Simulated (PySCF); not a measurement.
**Electron correlation in Ar²⁺ (argon, charge +2)**

[Ne] 3s2 3p4, high-spin 3P determinant. All numbers are calculated (PySCF 2.14, the non-relativistic Hamiltonian (point nucleus), in aug-cc-pV(D+d)Z). Frozen: [Ne]; 6 electrons correlated.

MP2 pair energies summed by pair of shells (mhartree):

```
 pair  energy  share (%)
3p-3p  -48.21       50.3
3s-3p  -40.46       42.2
3s-3s   -7.09        7.4
```

Total MP2 correlation energy: -95.76 mhartree.

Same-spin part -23.55 and opposite-spin part -72.21 mhartree; SCS-MP2 scales them by 1/3 and 6/5 to -94.50 mhartree.

```
  level  correlation energy (mhartree)
   CCSD                        -118.28
    (T)                          -1.51
CCSD(T)                        -119.79
```

Diagnostics: T1 = 0.0071, D1 = 0.0241, largest double amplitude 0.048.

Cost of the coupled-cluster step: 0.42 s of wall time on 1 thread of Neoverse-N1 (shared host), for 6 correlated electrons.

Iterations:

```
CC2 = 0
CCSD nocc = (np.int64(4), np.int64(2)), nmo = (27, 27)
frozen orbitals [[0, 1, 2, 3, 4], [0, 1, 2, 3, 4]]
max_cycle = 100
direct = 0
conv_tol = 1e-08
conv_tol_normt = 1e-06
diis_space = 8
diis_start_cycle = 0
Init t2, MP2 energy = -0.0957615166790426
Init E_corr(UCCSD) = -0.095761516679375
cycle = 1  E_corr(UCCSD) = -0.112772100069345  dE = -0.0170105834  norm(t1,t2) = 0.0382493
cycle = 2  E_corr(UCCSD) = -0.11654400213647  dE = -0.00377190207  norm(t1,t2) = 0.0126564
cycle = 3  E_corr(UCCSD) = -0.118312305722984  dE = -0.00176830359  norm(t1,t2) = 0.0050204
cycle = 4  E_corr(UCCSD) = -0.118277446061689  dE = 3.48596613e-05  norm(t1,t2) = 0.000527633
cycle = 5  E_corr(UCCSD) = -0.118283395171847  dE = -5.94911016e-06  norm(t1,t2) = 8.60964e-05
cycle = 6  E_corr(UCCSD) = -0.118282851799685  dE = 5.43372161e-07  norm(t1,t2) = 1.2648e-05
cycle = 7  E_corr(UCCSD) = -0.11828300602748  dE = -1.54227795e-07  norm(t1,t2) = 2.04282e-06
cycle = 8  E_corr(UCCSD) = -0.118282983590853  dE = 2.24366274e-08  norm(t1,t2) = 4.69341e-07
cycle = 9  E_corr(UCCSD) = -0.118282977610035  dE = 5.98081779e-09  norm(t1,t2) = 1.03909e-07
UCCSD converged
E(UCCSD) = -525.4099333447123  E_corr = -0.1182829776100351
UCCSD(T) correction = -0.0015111820618746
```
